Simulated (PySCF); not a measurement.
**How methods differ on the ionisation energy of Mo²⁺**

Mo²⁺ [Kr] 4d4 (5D) → Mo³⁺ [Kr] 4d3 (4F), as a difference of total energies. All numbers are calculated (PySCF 2.14, scalar relativity through the core potential, in def2-TZVPPD with the def2 core potential (28 electrons)). Correlated levels: valence and next inner shell: nothing frozen outside the core potential. The calculations carry no spin-orbit coupling.

| method | ionisation energy (eV) |
| --- | --- |
| UHF | 26.081 |
| MP2 (valence and next inner shell) | 27.040 |
| SCS-MP2 (valence and next inner shell) | 26.723 |
| CCSD (valence and next inner shell) | 26.903 |
| CCSD(T) (valence and next inner shell) | 26.938 |

Problem. How much does correlation contribute at CCSD(T) (valence and next inner shell)?

Solution. 26.938 − (26.081) = 0.857 eV, measured against UHF.

The reference lies between the lowest fine-structure levels, while these numbers refer to the centres of the terms.

Errors of the correlated levels include the incompleteness of this basis.

For comparison: 27.13 ± 0.12 eV (semi-empirical (NIST evaluation); NIST Atomic Spectra Database, ionization energies).
